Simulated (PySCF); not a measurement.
**How methods differ on the ionisation energy of Zn**

Zn [Ar] 3d10 4s2 (1S) → Zn⁺ [Ar] 3d10 4s1 (2S), as a difference of total energies. Calculation: PySCF 2.14, in def2-TZVP (6s5p4d1f, 48 functions); no relativity, point nucleus. Correlated levels: valence: [Ar] frozen. The calculations carry no spin-orbit coupling.

| method | ionisation energy (eV) | difference from reference (eV) |
| --- | --- | --- |
| UHF | 7.636 | -1.758 |
| MN15 | 9.295 | -0.099 |
| TPSS | 9.184 | -0.210 |
| MP2 (valence) | 8.723 | -0.671 |
| SCS-MP2 (valence) | 8.760 | -0.634 |
| CCSD (valence) | 8.866 | -0.528 |
| CCSD(T) (valence) | 8.955 | -0.439 |

Reference: 9.394 eV (measured; NIST Atomic Spectra Database, ionization energies).

These non-relativistic numbers lack the scalar-relativistic shift.

Errors of the correlated levels include the incompleteness of this basis and the frozen core.
